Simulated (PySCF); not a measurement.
C₂H₈FNSi, SMILES CN(C)[SiH2]F.

Geometry: B3LYP-D3(BJ)/def2-SVP. The structure was generated by enumeration, and PubChem lists no compound with its InChIKey, so it may never have been made. Other conformers were not sampled.

Method: PySCF with B3LYP-D3(BJ)/def2-SVP.

Frequencies are harmonic and unscaled.

Task: Estimate the vibrational spectrum. (Estimate from the structure and the level; the computed values follow.)

Result: 
| mode | ν (cm⁻¹) | IR (km/mol) | moving atoms (share of kinetic energy) |
|---|---|---|---|
| 1 | 78 | 1.0 | F 34 %, C 30 %, H 24 %, Si 11 % |
| 2 | 127 | 3.0 | H 40 %, F 26 %, N 18 %, C 12 % |
| 3 | 222 | 0.0 | H 98 % |
| 4 | 231 | 2.6 | H 69 %, F 16 % |
| 5 | 287 | 0.0 | H 38 %, C 35 %, N 15 %, Si 11 % |
| 6 | 326 | 12.1 | N 43 %, H 25 %, C 14 %, F 14 % |
| 7 | 381 | 11.8 | H 31 %, C 28 %, Si 24 %, N 13 % |
| 8 | 673 | 9.5 | C 40 %, Si 26 %, H 21 %, N 9 % |
| 9 | 677 | 72.8 | H 67 %, Si 24 % |
| 10 | 808 | 5.3 | H 96 % |
| 11 | 855 | 42.4 | F 54 %, Si 27 %, H 17 % |
| 12 | 936 | 144.1 | H 92 % |
| 13 | 973 | 262.7 | H 77 %, Si 19 % |
| 14 | 1030 | 118.6 | H 41 %, C 33 %, N 22 % |
| 15 | 1089 | 4.2 | H 73 %, C 25 % |
| 16 | 1116 | 0.5 | H 81 %, C 19 % |
| 17 | 1170 | 1.3 | H 70 %, C 19 %, N 11 % |
| 18 | 1235 | 98.9 | N 60 %, C 29 %, H 11 % |
| 19 | 1329 | 73.5 | N 42 %, H 34 %, C 21 % |
| 20 | 1436 | 1.6 | H 87 %, C 13 % |
| 21 | 1453 | 0.3 | H 97 % |
| 22 | 1460 | 12.0 | H 95 % |
| 23 | 1464 | 7.9 | H 85 %, C 14 % |
| 24 | 1484 | 20.7 | H 96 % |
| 25 | 1508 | 5.9 | H 93 % |
| 26 | 2261 | 81.3 | H 98 % |
| 27 | 2268 | 157.5 | H 95 % |
| 28 | 2973 | 53.1 | H 97 % |
| 29 | 2979 | 100.1 | H 97 % |
| 30 | 3028 | 92.6 | H 91 %, C 9 % |
| 31 | 3035 | 0.5 | H 91 %, C 9 % |
| 32 | 3110 | 12.9 | H 91 %, C 9 % |
| 33 | 3111 | 20.4 | H 91 %, C 9 % |
